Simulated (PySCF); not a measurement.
selenophene, C₄H₄Se, SMILES c1cc[se]c1, point group C2v.

Force field and properties: B3LYP/pcSseg-1 (PySCF, grid level 2). Vibrational terms come from second-order perturbation theory with semi-diagonal cubic constants, by steps of ±0.6 along the normal coordinates of each isotopologue. The parent has the commonest isotopes.

Equilibrium geometry in the parent's principal axes a, b, c (Å):

```
atom      a      b     c
  C1  -1.80  -0.72  0.00
  C2  -1.80   0.72  0.00
  C3  -0.57   1.29  0.00
 Se4   0.79   0.00  0.00
  C5  -0.57  -1.29  0.00
  H6  -2.72  -1.30  0.00
  H7  -2.72   1.30  0.00
  H8  -0.33   2.35  0.00
  H9  -0.33  -2.35  0.00
```

Ground-state constants (MHz). Parent: 7519.3, 3334.6, 2309.1. A species with one ¹³C: 7338.2, 3327.5, 2288.4.

Task: Which position carries the label?

Result: Moments I = 505379/B are 67.2107, 151.5561, 218.8616 and 68.8693, 151.8777, 220.8433 u Å². With M = 131.9478 u and Δm = 1.0034 u, μ = MΔm/(M + Δm) = 0.9958 u. Kraitchman's equations give |a|, |b|, |c| = 0.563, 1.293, 0.026i Å. That is C3 or the like C5, whose equilibrium values are 0.569, 1.289, 0.000 Å. An imaginary value marks an atom near a principal plane, where vibrational terms outweigh the coordinate.
